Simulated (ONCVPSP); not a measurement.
**Varying the ONCV potential for Lu**

Base potential:

```json
{
 "Element": "lutetium",
 "Generator": "ONCVPSP 4.0.1",
 "Type": "optimised norm-conserving Vanderbilt (ONCV)",
 "Functional": "PBE",
 "Relativity": "scalar-relativistic",
 "Frozen core": "[Kr] 4d10",
 "Valence charge": "25",
 "Reference configuration": "4f14 5s2 5p6 5d1 6s2",
 "Partial waves": "5s+6s: rc 2.00 bohr, ncon 4, nbas 8, qcut 5.6 1/bohr, 2 projectors; 5p: rc 1.55 bohr, ncon 3, nbas 6, qcut 4.6 1/bohr, 2 projectors, debl 0.9 Ha; 5d: rc 2.05 bohr, ncon 5, nbas 8, qcut 5.5 1/bohr, 3 projectors, debl 2.4 Ha; 4f: rc 1.00 bohr, ncon 3, nbas 8, qcut 16.4 1/bohr, 2 projectors, debl 2.4 Ha",
 "Local potential": "polynomial inside 0.65 bohr (lpopt 5, dvloc0 0 Ha)",
 "Core correction": "none"
}
```

In the p channel the program set the typed energies aside and used -1.164, 0.250 Ha.

All-electron outer shells of the reference configuration (PBE, scalar-relativistic, ld1.x):

```
shell  level (eV)  outermost node (bohr)  outermost maximum (bohr)
   4d     -191.92                   0.23                      0.48
   5s      -61.06                   0.57                      1.04
   5p      -31.66                   0.61                      1.19
   4f       -9.62                      –                      0.47
   6s       -4.66                   1.41                      3.08
   5d       -1.75                   0.68                      1.84
```

Cutoffs, loose and tight: the cutoffs (Ha) at which the residual kinetic energy of the hardest occupied pseudo-wave falls to 1 and 0.1 mHa per electron. They do not see the model core or the augmentation charge, which bear on the density cutoff. Test errors are all-electron minus pseudo excitation energies from the reference, over the configurations 4f14 5s2 5p6 5d1 6s1; 4f14 5s2 5p6 5d1 6s0; 4f14 5s2 5p6 5d0 6s0; 4f14 5s2 5p6 5d1 6s1.5. A dash means not determined; rows that change the core or the reference have their own tests. The largest error is taken over the tests solved by every variant that gives reliable tests at all: 4f14 5s2 5p6 5d1 6s0; 4f14 5s2 5p6 5d1 6s1; 4f14 5s2 5p6 5d1 6s1.5.

A true bound ghost makes a file unfit for plane-wave use even where its test errors are small: the radial tests pick states by their node count and pass the ghost by.

| change | outcome | cutoff, loose | cutoff, tight | bound ghosts | GHOST(+) flags above zero | largest test error (meV) |
| --- | --- | --- | --- | --- | --- | --- |
| base | generated, projector energies reset by the program | 117 Ha | 128 Ha | s, p | d | -7.8 |
| s: qcut 4.5 | generated, projector energies reset by the program | 117 Ha | 128 Ha | s, p | d | -8.6 |

(1) What comes out with this change to the base: non-relativistic?

(2) What comes out with this change to the base: s: qcut 3.6; p: qcut 2.9; d: qcut 3.5; f: qcut 10.4?

Results:

(1) outcome: generated, projector energies reset by the program; cutoff, loose: 118 Ha; cutoff, tight: 128 Ha; bound ghosts: s, p; GHOST(+) flags above zero: s, d; largest test error (meV): -1.2.

(2) outcome: generated, projector energies reset by the program; bound ghosts: s, p; GHOST(+) flags above zero: s, d; largest test error (meV): -9.1.
